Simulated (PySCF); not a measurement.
# Ge(OH)₂ + Br₂ → GeO₂ + 2 HBr

Level: PBE0 in the def2-TZVP basis family, all electrons, no relativity, computed in PySCF with density fitting; open shells unrestricted.

| species | state and structure | ZPE (kJ/mol) | H(298 K) − H(0) (kJ/mol) | S° (J/(mol K)) |
| --- | --- | --- | --- | --- |
| Ge(OH)₂ | singlet, C2v, Ge–O 1.790 Å (×2), O–H 0.961 Å (×2); Ge–O–H 118.8° (×2), O–Ge–O 102.4° | 69.4 | 14.1 | 282.0 |
| Br₂ | singlet, D∞h, Br–Br 2.281 Å | 2.0 | 9.7 | 244.8 |
| GeO₂ | singlet, D∞h, Ge–O 1.613 Å (×2) | 14.7 | 11.7 | 244.7 |
| HBr | singlet, C∞v, H–Br 1.421 Å | 16.0 | 8.7 | 198.5 |

Q: Is the gas-phase reaction uphill or downhill in electronic energy at this level, and by how much?

A: At PBE0/def2-TZVP, ΔE = 244.0 kJ/mol, uphill. 

Q: Add zero-point, thermal and entropy terms for 298.15 K and 1 bar.

A: ΔZPE = -24.7 and Δ[H(298) − H(0)] = 5.3 kJ/mol give ΔH° = 224.6 kJ/mol. ΔS° = 114.9 J/(mol K), so ΔG° = 224.6 − 298.15 × (0.1149) = 190 kJ/mol. ΔG° would change sign near 1950 K if ΔH° and ΔS° stayed fixed.

Each species is the lowest minimum found with this bonding; other isomers or fragments can lie lower.
